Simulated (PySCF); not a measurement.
Br3Ge, SMILES [Br][Ge]([Br])[Br], doublet, PBE0/def2-SVP optimised geometry.

```
4

Br     1.54    -1.10     0.00
Ge    -0.78    -1.10     0.00
Br    -1.54     1.10     0.00
Br    -1.54    -2.17     1.91
```

Density from unrestricted PBE0/def2-TZVP in PySCF at that geometry.

Minimum of the electron density along straight lines between bonded atoms, close to the bond critical point (lines longer than 1.1 times the sum of covalent radii, or with two minima, are not listed):

```tsv
bond	length / Å	ρ at the minimum / e bohr⁻³	∇²ρ there / e bohr⁻⁵	position (fraction from the first atom)
Br1–Ge2	2.320	0.091	0.05	0.57
Ge2–Br3	2.320	0.091	0.05	0.43
Ge2–Br4	2.320	0.091	0.05	0.43
```
